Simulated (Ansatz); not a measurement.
Start from `C[SiH2][Al]([F])[Cl]` and change one atom or group to get `[OH][Al]([F])[Cl]`.

Ansatz, PBE0-D4/def2-TZVP geometries, multiplicity 1. Each molecule was computed in one conformer, which needn't be the lowest.

| property | `C[SiH2][Al]([F])[Cl]` |
| --- | --- |
| LUMO energy (PBE/def2-TZVPP) / eV | -2.21 |
| size of the dipole moment (B3LYP/def2-TZVPP) / D | 2.39 |
| HOMO energy (B3LYP/def2-TZVPP) / eV | -7.91 |
| HOMO energy (PBE/def2-TZVPP) / eV | -6.96 |
| HOMO–LUMO gap (PBE/def2-TZVPP) / eV | 4.75 |
| HOMO–LUMO gap (B3LYP/def2-TZVPP) / eV | 6.25 |

(1) What does the change do to each property? (An estimate is asked.)

Results:

(1) Computed: 
```tsv
property	`[OH][Al]([F])[Cl]`	shift
LUMO energy (PBE/def2-TZVPP) / eV	-1.89	0.32
size of the dipole moment (B3LYP/def2-TZVPP) / D	1.99	-0.40
HOMO energy (B3LYP/def2-TZVPP) / eV	-9.27	-1.36
HOMO energy (PBE/def2-TZVPP) / eV	-8.05	-1.09
HOMO–LUMO gap (PBE/def2-TZVPP) / eV	6.16	1.41
HOMO–LUMO gap (B3LYP/def2-TZVPP) / eV	7.91	1.66
```

With PBE0 the HOMO falls by 1.47 eV and the LUMO rises by 0.46 eV, so the gap widens by about 1.93 eV. PBE moves the HOMO by -1.09 eV and ωB97M-V by -1.77 eV. Dipoles are sizes alone; their direction can turn.

B3LYP here is the variant with VWN-RPA as its local correlation; programs differ in this.
